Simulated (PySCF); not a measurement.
# Relaxation of doublet ClSe3

Level of theory: UPBE in PySCF with Cl def2-SVP, Se def2-SVP; no relativity; density-fitted integrals. A (50,194) grid was used.

A hand-made trigonal pyramidal start, of C3v symmetry, held to at least that symmetry:

```xyz
4
charge 0 multiplicity 2, angstrom
Cl    0.0000    0.0000   -0.8276
Se    1.7836    0.0000    0.1207
Se   -0.8918    1.5446    0.1207
Se   -0.8918   -1.5446    0.1207
```

**Question.** What does it relax to?

**Answer.** It ends at C3v with Cl–Se 2.299 Å (×3); Se–Cl–Se 111.6° (×3). A frequency run shows 2 imaginary modes (one degenerate set), down to 92i cm⁻¹, so it is a higher-order saddle point. Other isomers or separated fragments may lie lower.

**Question.** How much energy is released, and in how many steps?

**Answer.** 199.9 kJ/mol in 9 steps.

The relaxation took roughly 2.2 core-minutes on a shared host.
